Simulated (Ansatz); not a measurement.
Two isomers of C2H7NOSi: A = `C/C(O)=N\[SiH3]`, B = `C=NCO[SiH3]`.

Isolated molecules relaxed with PBE0-D4/def2-TZVP in Ansatz; ΔE leaves out vibrations. CCSD(T)/CBS is the MP2 limit (def2-TZVPP, def2-QZVPP) plus CCSD(T) − MP2 in def2-TZVPP, frozen cores. DFT in def2-TZVPP. B3LYP here is the variant with VWN-RPA as its local correlation; programs differ in this. Each species was taken in one conformer, which may not be the lowest.

**Question.** Which is lower in electronic energy at CCSD(T)/CBS, and by how much? (Best estimate.)

**Answer.** The calculation gave: A, by 62.9 kJ/mol.

**Question.** Give E(B) − E(A) in kJ/mol with r2SCAN-D4, ωB97M-V, HF/def2-TZVPP, CCSD(T)/def2-TZVPP, B3LYP, PBE-D4, B2PLYP. (Estimate.)

**Answer.** Ansatz gave: r2SCAN-D4 77.0, ωB97M-V 69.4, HF/def2-TZVPP 55.1, CCSD(T)/def2-TZVPP 60.8, B3LYP 64.2, PBE-D4 77.6, B2PLYP 64.9. None reverses the order clearly.

Largest T1 diagnostic: 0.013.

In def2-TZVPP, CCSD(T) changes the Hartree–Fock value by +5.7 kJ/mol (the triples alone add +2.2 kJ/mol) and MP2 by +13.7 kJ/mol.
